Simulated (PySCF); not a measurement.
TDDFT excited states: C3H7FN2Si

Species: C3H7FN2Si.
Cartesian coordinates in Å at the GFN2-xTB level; atoms count from 1:
```xyz
14
C3H7FN2Si angstrom
N     -2.0649    1.5568   -0.0328
Si    -1.2693    0.1959    0.6623
N     -2.1136   -1.1618    0.0164
C      0.4994   -0.0907    0.1537
C      1.6505   -0.2371   -0.1661
C      3.0467   -0.3886   -0.5288
F      3.8317    0.5670    0.0845
H     -1.7366    2.4758    0.2127
H     -2.2893    1.5259   -1.0145
H     -1.2886    0.4238    2.1117
H     -3.1188   -1.1559    0.0732
H     -1.7631   -2.0823    0.2224
H      3.1851   -0.2643   -1.6105
H      3.4302   -1.3651   -0.2066
```

Computed, not measured: TDDFT CAM-B3LYP/def2-SVPD, vertical, gas phase, core orbitals frozen in the response (PySCF 2.14.0, density-fitted response routines).

```csv
state,E (eV),λ (nm),ν̃ (cm⁻¹),f,"main configurations (H = HOMO, L = LUMO)"
S1,5.67,218.7,45730,0.0017,"H-2→L (39%), H→L (36%)"
S2,6.21,199.5,50120,0.0025,"H-3→L (27%), H-2→L (16%), H-2→L+1 (13%)"
S3,6.50,190.7,52450,0.013,"H-3→L+1 (20%), H-3→L+2 (19%), H→L+1 (19%)"
S4,6.58,188.5,53060,0.016,"H-1→L (73%), H-1→L+3 (10%)"
S5,6.86,180.7,55340,0.093,"H→L+1 (40%), H-3→L+1 (20%)"
S6,7.10,174.7,57250,0.0024,"H→L (24%), H-1→L+1 (15%), H-3→L (14%)"
S7,7.21,172.1,58120,0.022,"H-1→L+1 (64%), H→L (11%)"
S8,7.56,164.1,60950,0.0037,"H-1→L+2 (51%), H-2→L+1 (10%)"
```

Triplets, Tamm–Dancoff:

```tsv
state	E (eV)	λ (nm)	main configurations (H = HOMO, L = LUMO)
T1	4.96	249.7	H-3→L (40%), H-2→L+2 (9%), H→L (8%)
T2	5.23	237.1	H-2→L (39%), H→L (27%), H-2→L+2 (8%)
T3	5.46	227.2	H-2→L+1 (17%), H-3→L (14%), H→L+2 (13%)
```

The lowest singlet comes at 219 nm (547 kJ/mol) in the ultraviolet; it is very weak; its leading configuration is HOMO-2→LUMO (39%). The most intense listed level is S5 at 6.86 eV (181 nm, f = 0.093), 1.19 eV above S1. Löwdin shares by element: HOMO nitrogen 51%, carbon 30% or more (atoms not listed hold the other 20%); LUMO carbon 52%, silicon 15% (atoms not listed hold the other 33%). Weighted by f, the mean energy of these states is 6.85 eV. Of the 8 states listed, 4 reach f = 0.01 and none stays under 0.0005. The oscillator strengths of these states sum to 0.155; summed over the whole spectrum of an exact calculation they would give the number of electrons, 62 (Thomas–Reiche–Kuhn). The window holds the lowest 8 singlets.

One conformer stands for the species.
